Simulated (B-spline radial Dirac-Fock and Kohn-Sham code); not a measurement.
**Satellites and hypersatellites of the K lines of Cu⁴⁺**

System: Cu⁴⁺ in the configuration [Ar] 3d7, inside a Watson sphere of charge -4 and radius 2.7 Å (a model of the Madelung potential; inside it an electron's potential energy is raised by 21.3 eV).

Level of theory: relaxed Dirac-Fock hole states (ΔSCF) with Breit and QED corrections and a finite nucleus; a radial atomic solver. Each two-hole energy is an average over J within one jj subconfiguration, not an observable level; in light atoms, where LS coupling holds, the j-resolved values are not observed lines, and for a K spectator the Kα1 hypersatellite is nearly forbidden. Correlation energy is missing from these numbers.

Lines without a spectator: Kα2 (K-L2) 8025.4 eV, Kα1 (K-L3) 8045.4 eV, Kβ3 (K-M2) 8907.2 eV, Kβ1 (K-M3) 8909.9 eV. Shifts in eV with one spectator hole (a dash: not computed, or left out as unreliable):

```
spectator hole     Kα2     Kα1     Kβ3     Kβ1
        K (1s)  +307.2  +310.2  +384.9  +385.5
    L2 (2p1/2)  +29.28   +35.9       –   +80.8
    L3 (2p3/2)   +32.9   +31.6   +77.6       –
    M2 (3p1/2)       –   +2.90   +7.01   +8.87
    M3 (3p3/2)   +2.60       –   +8.35   +7.88
```

With n spectator holes in 2p, averaged over the 2p shell (energies in eV):

```
n    KαLⁿ   step  hypersatellite KαʰLⁿ
0  8038.7      –                8347.9
1  8071.7  +33.0                8382.1
2  8105.8  +34.1                8417.4
3  8141.0  +35.2                8453.9
4  8177.3  +36.4                8491.5
5  8214.9  +37.5                8530.2
```
